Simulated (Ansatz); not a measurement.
H₄Pb⁺, that is PbH4 with one electron fewer, relaxed as a doublet with UKS PBE0-D4/def2-TZVP in Ansatz, starting from the PBE0-D4/def2-TZVP geometry of the neutral singlet. Force threshold 0.02 eV/Å.

In the def2 sets Pb takes a core potential; there is no spin–orbit coupling.

Start:

Cartesian coordinates in Å:
```
Pb 0.000 0.000 0.000
H -0.071 -0.927 1.481
H -0.804 1.535 0.234
H -0.795 -0.886 -1.281
H 1.671 0.278 -0.434
```

```
step  energy (eV)  largest force component (eV/Å)  SCF passes
   1   -5300.2537                           3.827          79
   2   -5301.0049                           1.874          34
   3   -5301.2971                           0.393          31
   4   -5301.3143                           0.058          29
   5   -5301.3156                           0.014          29
```

Force components are those of the run's own axes.

End:

Cartesian coordinates in Å:
```
Pb 0.205 -0.391 -0.060
H -0.133 -0.863 1.572
H -0.876 1.671 0.255
H -0.893 -0.820 -1.329
H 1.697 0.402 -0.439
```

Bonds lost: Pb1–H3 (atoms count from 1).

No frequencies were taken in this run, so the end may be a saddle point.

Run time 41 s (4 threads of Intel Xeon on a shared host).
